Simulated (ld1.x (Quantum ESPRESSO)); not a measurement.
## P: one change to an ultrasoft potential, before and after

| Quantity | Value |
| --- | --- |
| Element | phosphorus |
| Generator | ld1.x (Quantum ESPRESSO) 7.5 |
| Type | ultrasoft |
| Functional | PBE |
| Relativity | scalar-relativistic |
| Frozen core | [Ne] |
| Valence charge | 5 |
| Reference configuration | 3s2 3p3 |
| Partial waves | 3s (bound): rcut 1.20, rcutus 1.60 bohr; 3s channel at 0.2 Ry: rcut 1.20, rcutus 1.60 bohr; 3p (bound): rcut 1.00, rcutus 1.35 bohr; 3p channel at 0.2 Ry: rcut 1.00, rcutus 1.35 bohr; 3d channel at -0.05 Ry: rcut 1.20, rcutus 1.70 bohr |
| Local potential | all-electron potential smoothed inside 1.35 bohr (lloc = -2) |
| Core correction | none |
| Augmentation charge | PSQ, inside the norm-conserving radii |

Change: local potential all-electron potential smoothed inside 0.60 bohr (lloc = -2).

Cutoffs: the cutoffs (Ry, on a coarse ladder) from which the occupation-weighted sum of valence levels, in a spherical-Bessel basis at the reference potential, stays within 10 and 1 mRy of its value at 400 Ry; they do not see the model core or the augmentation charge, which bear on the density cutoff. Errors are all-electron minus pseudo energies relative to the spin-unpolarised reference configuration.

Question: What does the change do?

Answer: The potential gets softer (18 Ry and 30 Ry → 12 Ry and 30 Ry); a bound ghost appears in p, which as a rule spoils a file; the errors of the 7 common tests hardly move; the range in which the s phases agree narrows (upper end at the end of the scan → 0.5); the range in which the p phases agree widens (upper end 3.5 → at the end of the scan). A state that the projectors do not describe sees the local part alone, so a deeper or shallower local part can create or remove a ghost.

| quantity | base | changed |
| --- | --- | --- |
| cutoff, loose | 18 Ry | 12 Ry |
| cutoff, tight | 30 Ry | 30 Ry |
| loose cutoff by channel (10 mRy a level) | s 10 Ry, p 8 Ry | s 8 Ry, p 8 Ry |
| bound ghosts | none | p |
| error for 3s2 3p2, meV [ΔE 9.73 eV] | -2.1 | -2.1 |
| error for 3s2 3p1, meV [ΔE 28.88 eV] | -9.0 | -9.0 |
| error for 3s2 3p0, meV [ΔE 58.62 eV] | -16 | -15 |
| error for 3s1 3p4, meV [ΔE 8.53 eV] | -2.1 | -2.3 |
| error for 3s1 3p0, meV [ΔE 110.62 eV] | +64 | +64 |
| error for 3s0 3p5, meV [ΔE 17.20 eV] | -4.1 | -4.2 |
| error for 3s2 3p3.3, meV [ΔE -1.31 eV] | 0.0 | 0.0 |
| s: phases at 1.84 bohr within 0.05 rad from the reference energy up to (Ry; the scan ends near 5) | to the end of the scan | 0.5 |
| p: phases at 1.84 bohr within 0.05 rad from the reference energy up to (Ry; the scan ends near 5) | 3.5 | to the end of the scan |
| d: phases at 1.84 bohr within 0.05 rad from the reference energy up to (Ry; the scan ends near 5) | to the end of the scan | 1.4 |
| lowest overlap eigenvalue by channel | s 0.47, p 0.79, d 1.00 | s 0.32, p 0.78, d 1.00 |

 A true bound ghost makes a file unfit for plane-wave use even where its test errors are small: the radial tests pick states by their node count and pass the ghost by.
